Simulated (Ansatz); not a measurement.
Molecule: sum formula H6Si2O3, charge 0, multiplicity 1. SMILES: O[Si](O)(O)[SiH3]
Structure (B3LYP-D3(BJ)/def2-TZVP (Ansatz, a quantum-chemistry and plane-wave program) minimum search):
```
Si
O 1 1.6402
H 2 0.9625 1 118.19
O 1 1.6439 2 108.61 3 43.17
H 4 0.9611 1 117.08 2 -145.82
O 1 1.6525 2 113.50 3 -72.30
H 6 0.9606 1 118.39 2 -61.60
Si 1 2.3384 2 105.40 3 165.16
H 8 1.4817 1 111.44 2 -55.13
H 8 1.4843 9 108.77 1 120.92
H 8 1.4852 9 108.75 10 117.33
```

Quantity: vertical triplet-singlet gap (E(triplet) - E(singlet); each state is the SCF solution reached for its spin), in kcal/mol. Correlated levels leave the core frozen unless marked. UHF or UKS for open shells. No spin-orbit coupling. Non-relativistic. Basis-set limits of correlation are two-point, X^-3; Hartree-Fock from the larger set. [CCSD(T)-MP2]/basis is that difference in the basis named.

```
level                                                                      program  vertical triplet-singlet gap (kcal/mol)  minus last row
-------------------------------------------------------------------------  -------  ---------------------------------------  --------------
HF/aug-cc-pV(T+d)Z                                                          Ansatz                                    143.5            -5.4
HF/aug-cc-pV(Q+d)Z                                                          Ansatz                                    143.3            -5.6
SVWN5/def2-TZVPD                                                            Ansatz                                    133.5           -15.4
PBE/def2-TZVPD                                                              Ansatz                                    131.2           -17.7
B2PLYP/def2-TZVPD                                                           Ansatz                                    145.5            -3.4
CCSD/aug-cc-pV(D+d)Z                                                        Ansatz                                    150.4             1.5
CCSD/aug-cc-pV(T+d)Z                                                        Ansatz                                    148.9             0.0
CCSD(T)/aug-cc-pV(T+d)Z                                                     Ansatz                                    147.7            -1.2
RI-MP2/CBS(aug-cc-pV(T+d)Z,aug-cc-pV(Q+d)Z)+[CCSD(T)-MP2]/aug-cc-pV(D+d)Z   Ansatz                                    148.8            -0.1
RI-MP2/CBS(aug-cc-pV(T+d)Z,aug-cc-pV(Q+d)Z)+[CCSD(T)-MP2]/aug-cc-pV(T+d)Z   Ansatz                                    148.9             0.0
```
